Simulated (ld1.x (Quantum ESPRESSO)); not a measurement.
## u(r) = r·R(r): atom against pseudo-atom (selenium)

Columns: radius, all-electron u(r) and pseudo u(r) of the 3d shell (level -53.53 eV) of selenium in the configuration [Ne] 3s2 3p6 3d10 4s1.75 4p4.25; PBE, scalar-relativistic, TM scheme, ld1.x (Quantum ESPRESSO) 7.5.

```csv
r (bohr),all-electron,pseudo
0.035,0.0180,0.0048
0.070,0.0996,0.0366
0.105,0.2384,0.1152
0.140,0.4082,0.2474
0.175,0.5848,0.4255
0.210,0.7507,0.6289
0.245,0.8958,0.8313
0.280,1.0154,1.0083
0.315,1.1086,1.1436
0.350,1.1763,1.2321
0.385,1.2207,1.2780
0.420,1.2447,1.2909
0.455,1.2514,1.2819
0.490,1.2440,1.2602
0.525,1.2252,1.2318
0.560,1.1976,1.1994
0.595,1.1633,1.1636
0.630,1.1242,1.1242
0.665,1.0816,1.0816
0.700,1.0368,1.0368
0.735,0.9907,0.9907
0.770,0.9441,0.9441
0.805,0.8976,0.8976
0.840,0.8517,0.8517
0.875,0.8066,0.8066
0.910,0.7628,0.7628
```

Question: How many radial nodes do the two functions have?

Answer: The all-electron 3d function has n − l − 1 = 0; the pseudo-wave has 0.

Question: At about which radius was the pseudo-wave matched?

Answer: 0.65 bohr. The columns agree to 0.0005 from 0.59 bohr on; several derivatives are matched, so the curves merge somewhat inside the radius.

Question: Is the pseudo-wave norm-conserving?

Answer: Yes: the TM scheme keeps the norm inside the radius equal to the all-electron one, which fixes the energy derivative of the logarithmic derivative at the level.
